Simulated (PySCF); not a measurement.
# Bond length, frequency and bond energy of KAs by level of theory

State: ³Σ⁻ (triplet), unpaired electrons π ↑↑. Set-up: PySCF, no relativity, basis sets K pcseg-1, As pcseg-1. De refers to K + As in their high-spin ground configurations, without counterpoise correction. The functionals are run spin-unrestricted. A positive dipole means K(−)As(+). Levels whose curve was spin-contaminated or gave no clean fit are not listed.

```json
{"Level": "UHF-CCSD", "Re (Å)": "3.199", "ωe (cm⁻¹)": "157", "De (eV)": "0.79", "μ (D)": "n/a", "CPU s a point (SCF and correlation, without the integrals)": "n/a"}
{"Level": "UHF-CCSD(T)", "Re (Å)": "3.202", "ωe (cm⁻¹)": "156", "De (eV)": "0.83", "μ (D)": "n/a", "CPU s a point (SCF and correlation, without the integrals)": "6.8"}
{"Level": "PBE", "Re (Å)": "3.125", "ωe (cm⁻¹)": "161", "De (eV)": "1.35", "μ (D)": "-7.70", "CPU s a point (SCF and correlation, without the integrals)": "0.75"}
{"Level": "PW91", "Re (Å)": "3.116", "ωe (cm⁻¹)": "163", "De (eV)": "1.40", "μ (D)": "-7.79", "CPU s a point (SCF and correlation, without the integrals)": "0.53"}
{"Level": "r²SCAN", "Re (Å)": "3.123", "ωe (cm⁻¹)": "166", "De (eV)": "1.36", "μ (D)": "-9.10", "CPU s a point (SCF and correlation, without the integrals)": "1"}
{"Level": "B3LYP", "Re (Å)": "3.131", "ωe (cm⁻¹)": "164", "De (eV)": "1.30", "μ (D)": "-8.23", "CPU s a point (SCF and correlation, without the integrals)": "0.86"}
{"Level": "PBE0", "Re (Å)": "3.110", "ωe (cm⁻¹)": "169", "De (eV)": "1.27", "μ (D)": "-8.84", "CPU s a point (SCF and correlation, without the integrals)": "1.2"}
{"Level": "M06", "Re (Å)": "3.091", "ωe (cm⁻¹)": "177", "De (eV)": "1.51", "μ (D)": "-9.43", "CPU s a point (SCF and correlation, without the integrals)": "3.2"}
{"Level": "ωB97X", "Re (Å)": "3.096", "ωe (cm⁻¹)": "180", "De (eV)": "1.64", "μ (D)": "-10.13", "CPU s a point (SCF and correlation, without the integrals)": "1"}
```

**Question.** Which functional lies closest to UHF-CCSD(T) in De, which farthest, and by how much do they differ from it?

**Answer.** Closest is PBE0 (-9.2 pm in Re, +8.3 % in ωe, +0.44 eV in De against UHF-CCSD(T) in the same basis), farthest ωB97X (-10.6 pm in Re, +15.4 % in ωe, +0.81 eV in De). CCSD(T) converges more slowly with the basis than the functionals do and binds too weakly in this one, so the order can change at the basis-set limit.

**Question.** What does a quarter of exact exchange do here, going from PBE to PBE0?

**Answer.** PBE0 less PBE: -1.5 pm in Re, +5.0 % in ωe, -0.08 eV in De. Exact exchange removes part of the self-interaction that spreads semilocal densities, and in most molecules shortens and stiffens the bond and lowers De; so it does here.

**Question.** What does the step from GGA to meta-GGA do here, going from PBE to r²SCAN?

**Answer.** r²SCAN less PBE: -0.2 pm in Re, +3.1 % in ωe, +0.01 eV in De. 

Correlated steps freeze 14 core orbitals. Correlated levels converge slowly with the basis: in double zeta they bind strong bonds too weakly, by up to about 1 eV, and carry superposition errors of some tenths. Spin–orbit coupling is left out. The state was picked by a PBE0 search and need not be the measured ground state.

The whole job (state search and all levels along the bond) took about 3.3 min on 1 thread of Arm Neoverse V2 (shared host), peak memory 0.58 GiB.
